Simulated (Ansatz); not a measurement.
Ideal-gas functions of CH₅BGeO (`O=C[BH][GeH3]`) at 400 K and 1 bar, from an Ansatz frequency run at PBE0-D4/def2-TZVP.

Molar mass 116.47 g/mol, point group C1 (symmetry number 1), electronic degeneracy 1, moments of inertia 31.163, 252.72, 261.796 u Å². Harmonic wavenumbers (cm⁻¹, unscaled): 63, 89, 172, 210, 430, 475, 574, 719, 806, 852, 879, 894, 1018, 1091, 1382, 1710, 2128, 2151, 2154, 2642, 2976.

Use S(trans) = R[1.5 ln M + 2.5 ln T − 1.1517]; rotational temperatures θ = 24.2544 K / I; S(rot) = R[ln(√π/σ · √(T³/θAθBθC)) + 1.5]; for each mode x = 1.438777 ν̃/T, S = R[x/(eˣ − 1) − ln(1 − e⁻ˣ)] and H = RT x/(eˣ − 1); 1 cm⁻¹ = 0.0119627 kJ/mol; R = 8.31446 J/(mol·K).

Question: By hand: the entropy, in J/(mol·K).

Answer: Translation 174.3. Rotation: θ = 0.7783, 0.096, 0.0926 K, giving 112.6. Vibration, mode by mode: 20.68, 17.82, 12.44, 10.84, 5.47, 4.80, 3.62, 2.40, 1.88, 1.64, 1.52, 1.46, 1.02, 0.82, 0.35, 0.13, 0.03, 0.03, 0.03, 0.01, 0.00, in all 87.0. Electronic 0.0. Sum 373.9 J/(mol·K).

Question: By hand: H − E and G − E in kJ/mol, counted from the electronic energy.

Answer: Zero-point energy ½ × 23415 × 0.0119627 = 140.1; thermal vibration 17.5; translation, rotation and pV give 4 RT = 13.3. H − E = 170.9 kJ/mol, and G − E = 170.9 − 400 × 373.9/1000 = 21.3 kJ/mol.

Vibration gives 23 % of the entropy, 38.5 J/(mol·K) of it from the modes under 150 cm⁻¹: soft modes count most, and the harmonic formula is weakest for them. The sum counts one conformer and one mirror image; others add a mixing term.
